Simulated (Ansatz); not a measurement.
Total energies of `C=[CH][Sn]([F])([F])[F]`.

```xyz
9

C     0.6352    0.0031   -1.5527
C     0.2103   -0.7386   -0.5396
Sn   -0.4867    0.1948    1.1966
F    -2.2885   -0.1578    1.6725
F    -0.3830    2.0816    0.9967
F     0.4613   -0.1893    2.7938
H     1.0018   -0.4597   -2.4651
H     0.6394    1.0880   -1.5252
H     0.2101   -1.8222   -0.5770
```

Charge 0, multiplicity 1. Correlated methods include outer-core shells of Sn, which these sets cover unevenly. Sn: def2 effective core potential. The geometry is a stationary point of PBE0-D4/def2-TZVP. It is one conformer, not always the lowest. Basis def2-TZVPP, the Gaussian-basis code of Ansatz.

RPA on PBE orbitals: Hartree–Fock energy of these orbitals -589.29882 Eh, correlation -2.07549 Eh (frozen core).

```json
{"functional": "LDA (SPW92)", "energy without D4 (Eh)": "-589.11704", "D4 term (kJ/mol)": "–"}
{"functional": "PBE", "energy without D4 (Eh)": "-591.69736", "D4 term (kJ/mol)": "-18.8"}
{"functional": "revPBE", "energy without D4 (Eh)": "-592.00513", "D4 term (kJ/mol)": "-52.1"}
{"functional": "B97M-V", "energy without D4 (Eh)": "-591.98467", "D4 term (kJ/mol)": "–"}
{"functional": "PBE0", "energy without D4 (Eh)": "-591.70710", "D4 term (kJ/mol)": "-16.0"}
{"functional": "B3LYP", "energy without D4 (Eh)": "-592.16148", "D4 term (kJ/mol)": "-30.5"}
{"functional": "r2SCANh", "energy without D4 (Eh)": "-591.96585", "D4 term (kJ/mol)": "-4.9"}
{"functional": "r2SCAN0", "energy without D4 (Eh)": "-591.91663", "D4 term (kJ/mol)": "-5.4"}
{"functional": "HSE06 (plane-wave form)", "energy without D4 (Eh)": "-591.68905", "D4 term (kJ/mol)": "-15.0"}
{"functional": "BHLYP", "energy without D4 (Eh)": "-591.85624", "D4 term (kJ/mol)": "-25.0"}
{"functional": "CAM-B3LYP", "energy without D4 (Eh)": "-591.96264", "D4 term (kJ/mol)": "-16.4"}
{"functional": "ωB97X-V", "energy without D4 (Eh)": "-591.94517", "D4 term (kJ/mol)": "–"}
{"functional": "B2PLYP", "energy without D4 (Eh)": "-591.65490", "D4 term (kJ/mol)": "–"}
{"functional": "PBE-QIDH", "energy without D4 (Eh)": "-591.46593", "D4 term (kJ/mol)": "–"}
```

Q: Give the same for BLYP, r2SCAN, LC-ωPBE, ωB97M-V. (An estimate is asked.)

A: The calculation gave: 
```json
{"functional": "BLYP", "energy without D4 (Eh)": "-591.98296", "D4 term (kJ/mol)": "-40.6"}
{"functional": "r2SCAN", "energy without D4 (Eh)": "-592.00008", "D4 term (kJ/mol)": "-4.5"}
{"functional": "LC-ωPBE", "energy without D4 (Eh)": "-591.90554", "D4 term (kJ/mol)": "–"}
{"functional": "ωB97M-V", "energy without D4 (Eh)": "-591.93471", "D4 term (kJ/mol)": "–"}
```

B3LYP takes the VWN-RPA correlation (the form of Gaussian; ORCA's B3LYP/G). HSE06 is the plane-wave form, built on full-range PBE exchange. The double hybrids freeze the cores in their second-order part.

LC-ωPBE has ω = 0.4 bohr⁻¹.
